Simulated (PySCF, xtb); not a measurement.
HNSi, SMILES [NH+]#[Si-].

GFN2-xTB (xtb 6.7.1) at its own geometry gives an orbital gap of 3.97 eV and a dipole moment of 1.82 D.

The structure is a stationary point at PBE0-D3(BJ)/def2-TZVPD.

Task: What does M06-2X/def2-TZVPD (PySCF) give? (An estimate is asked for; the answer gives what the named calculation found.)

Result: gap 8.92 eV (levels -9.34 and -0.43 eV), dipole 0.56 D.
